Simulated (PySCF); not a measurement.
Isomers of C6H12ClFO, mass 154.056 u with the commonest isotopes. Method used: PBE0/pcSseg-1 in PySCF (dipole) on a GFN2-xTB geometry, gas phase. One conformer each, none proved a minimum here; rigid rotors.

Question: Order these by radius of gyration √(Σ m r²/M), smallest first.
A. `[CH3:1][C:2]([CH3:3])([CH2:4][F:5])[O:6][CH2:7][CH2:8][Cl:9]` with C1–C2–C4–F5 158°, C1–C2–O6–C7 -179°, C2–O6–C7–C8 -154°, O6–C7–C8–Cl9 71°
B. `[CH3:1][O:2][C@@:3]([CH3:4])([CH2:5][Cl:6])[C@H:7]([CH3:8])[F:9]` with C1–O2–C3–C4 -170°, O2–C3–C5–Cl6 -54°, O2–C3–C7–C8 43°
C. `[CH3:1][C@@H:2]([F:3])[CH2:4][CH2:5][C@H:6]([Cl:7])[CH2:8][OH:9]` with C1–C2–C4–C5 178°, C2–C4–C5–C6 -71°, C4–C5–C6–Cl7 -60°, C5–C6–C8–O9 -177°, C6–C8–O9–H -56°
D. `[CH3:1][C@@H:2]([F:3])[CH2:4][CH2:5][C@@H:6]([Cl:7])[CH2:8][OH:9]` with C1–C2–C4–C5 179°, C2–C4–C5–C6 177°, C4–C5–C6–Cl7 64°, C5–C6–C8–O9 177°, C6–C8–O9–H 56°

Answer: B (2.113 Å), A (2.278 Å), C (2.493 Å), D (2.655 Å).

Question: Order these by rotational constant B, largest first.
A. `[CH3:1][C:2]([CH3:3])([CH2:4][F:5])[O:6][CH2:7][CH2:8][Cl:9]` with C1–C2–C4–F5 158°, C1–C2–O6–C7 -179°, C2–O6–C7–C8 -154°, O6–C7–C8–Cl9 71°
B. `[CH3:1][C@@H:2]([F:3])[CH2:4][CH2:5][C@@H:6]([Cl:7])[CH2:8][OH:9]` with C1–C2–C4–C5 179°, C2–C4–C5–C6 177°, C4–C5–C6–Cl7 64°, C5–C6–C8–O9 177°, C6–C8–O9–H 56°
C. `[CH3:1][O:2][C@@:3]([CH3:4])([CH2:5][Cl:6])[C@H:7]([CH3:8])[F:9]` with C1–O2–C3–C4 -170°, O2–C3–C5–Cl6 -54°, O2–C3–C7–C8 43°
D. `[CH3:1][C@@H:2]([F:3])[CH2:4][CH2:5][C@H:6]([Cl:7])[CH2:8][OH:9]` with C1–C2–C4–C5 178°, C2–C4–C5–C6 -71°, C4–C5–C6–Cl7 -60°, C5–C6–C8–O9 -177°, C6–C8–O9–H -56°

Answer: C (912.7 MHz), A (782.1 MHz), D (640.5 MHz), B (550.4 MHz).

Question: Order these by out-of-plane moment Σ m c² = (Ia + Ib − Ic)/2, largest first.
A. `[CH3:1][C:2]([CH3:3])([CH2:4][F:5])[O:6][CH2:7][CH2:8][Cl:9]` with C1–C2–C4–F5 158°, C1–C2–O6–C7 -179°, C2–O6–C7–C8 -154°, O6–C7–C8–Cl9 71°
B. `[CH3:1][C@@H:2]([F:3])[CH2:4][CH2:5][C@@H:6]([Cl:7])[CH2:8][OH:9]` with C1–C2–C4–C5 179°, C2–C4–C5–C6 177°, C4–C5–C6–Cl7 64°, C5–C6–C8–O9 177°, C6–C8–O9–H 56°
C. `[CH3:1][C@@H:2]([F:3])[CH2:4][CH2:5][C@H:6]([Cl:7])[CH2:8][OH:9]` with C1–C2–C4–C5 178°, C2–C4–C5–C6 -71°, C4–C5–C6–Cl7 -60°, C5–C6–C8–O9 -177°, C6–C8–O9–H -56°
D. `[CH3:1][O:2][C@@:3]([CH3:4])([CH2:5][Cl:6])[C@H:7]([CH3:8])[F:9]` with C1–O2–C3–C4 -170°, O2–C3–C5–Cl6 -54°, O2–C3–C7–C8 43°

Answer: D (113.68 u·Å²), A (103.07 u·Å²), C (53.51 u·Å²), B (19.97 u·Å²).

```csv
SMILES,point group,Ia (u·Å²),Ib (u·Å²),Ic (u·Å²),κ,μa (D),μb (D),μc (D)
C[C@@H](F)CC[C@H](Cl)CO,C1,222.17,789.06,904.21,-0.90,1.02,1.05,0.79
CC(C)(CF)OCCCl,C1,256.23,646.18,696.27,-0.91,1.48,1.28,0.90
C[C@@H](F)CC[C@@H](Cl)CO,C1,187.56,918.23,1065.84,-0.93,1.43,1.00,0.66
CO[C@@](C)(CCl)[C@H](C)F,C1,247.89,553.73,574.27,-0.94,1.77,0.92,0.42
```
